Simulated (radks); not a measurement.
Question: These are the eigenvalues of the occupied orbitals of an atom or ion with whole-number occupations (eV). Calculated with a radial shooting solver on a logarithmic mesh with Libxc functionals: scalar-relativistic Kohn-Sham, PBE, spin-polarised, spherical densities, point nucleus.

1s: -30335.82
2s: -4641.406
2p: -4169.784
3s: -933.7934
3p: -780.0636
3d: -545.5314
4s: -178.3045
4p: -131.2330
4d: -62.7760
5s: -38.9060

Which element is it, and in what charge state? The configuration may be excited.

Answer: Z = 51, antimony, charge +3: Sb3+ in [Kr] 5s2 4d(up 5, down 5). The list shows which subshells hold electrons but not how many an open one holds; the 1s level, -1114.8 hartree, gives Z - s = 47.2 by -(Z - s)^2/2, which with screening and relativity narrows Z to a few neighbours, and the depths of the outer levels then fix element, charge and occupations together.
